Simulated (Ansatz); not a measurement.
C2H5FGeO (`O/C(F)=[CH]\[GeH3]`), 10 atoms. Total charge 0; spin multiplicity 1. Correlated methods include outer-core shells of Ge, which these sets cover unevenly. Scalar relativity is left out up to krypton. All runs use 4 threads of an Arm Neoverse N1 on a shared host. Correlated methods freeze the cores.

**Question.** How many basis functions does each run have, and how long does it take in Ansatz? RKS PBE0-D4/def2-TZVP frequencies; RKS r2SCAN0-D4/def2-TZVPP energy; RHF-CCSD(T)/def2-TZVPP energy; RKS ωB97M-V/def2-QZVPP energy; RHF-MP2/def2-QZVPP energy; RKS PBE0-D4/def2-QZVPP energy; RKS r2SCAN-D4/def2-TZVPP energy and forces; RKS LC-ωPBE/def2-TZVPP energy; RKS PBE0-D4/def2-TZVP relaxation (7 steps); RKS ωB97M-V/def2-SVP energy; RKS SPW92 (LDA)/def2-TZVPP energy; RKS PBE0-D4/def2-SVP energy. (Best estimate.)

**Answer.** The calculation gave: Other jobs shared the machine, so times are rough.

```csv
level,job,functions,wall time,peak host memory (GiB)
RKS SPW92 (LDA)/def2-TZVPP,energy,242,2.2 s,0.3
RKS PBE0-D4/def2-SVP,energy,113,2.2 s,0.47
RKS LC-ωPBE/def2-TZVPP,energy,242,4.5 s,0.47
RKS r2SCAN-D4/def2-TZVPP,energy and forces,242,9 s,0.33
RKS ωB97M-V/def2-SVP,energy,113,9 s,0.47
RKS r2SCAN0-D4/def2-TZVPP,energy,242,9 s,0.65
RKS PBE0-D4/def2-QZVPP,energy,467,16 s,1.7
RKS ωB97M-V/def2-QZVPP,energy,467,35 s,2.1
RHF-MP2/def2-QZVPP,energy,467,40 s,2.8
RKS PBE0-D4/def2-TZVP,relaxation (7 steps),202,49 s,0.56
RKS PBE0-D4/def2-TZVP,frequencies,202,4.5 min,0.56
RHF-CCSD(T)/def2-TZVPP,energy,242,6.4 min,5.2
```

LC-ωPBE has ω = 0.4 bohr⁻¹.
